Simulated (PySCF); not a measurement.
# Interval between two levels of Te³⁺ by level of theory

Te³⁺ [Kr] 4d10 5s2 5p1 [2P3/2, M_J = 3/2] → Te³⁺ [Kr] 4d10 5s1 5p2 [4P5/2, M_J = 5/2], as a difference of total energies. Computed with PySCF 2.14 in x2c-SVPall-2c with one added diffuse shell each of s, p type (7s9p4d, 54 functions), with the two-component X2C-1e Hamiltonian. Correlated levels: [Ar] 3d10 frozen; the 6 highest virtual spinors dropped. "Screened" scales the spin-orbit matrix elements by Boettger's factors to mimic the two-electron term; Breit and QED terms are absent.

```tsv
method	interval between two levels (cm⁻¹)
GHF (spin-free)	56791
GMP2 (spin-free)	62339
GHF (screened spin-orbit)	56068
GMP2 (screened spin-orbit)	61604
```

The labels give the starting determinants; with spin-orbit coupling the two ends relaxed to ⟨J²⟩ = 3.76, ⟨L²⟩ = 2.02, ⟨S²⟩ = 0.77 and ⟨J²⟩ = 8.75, ⟨L²⟩ = 2.11, ⟨S²⟩ = 3.70.
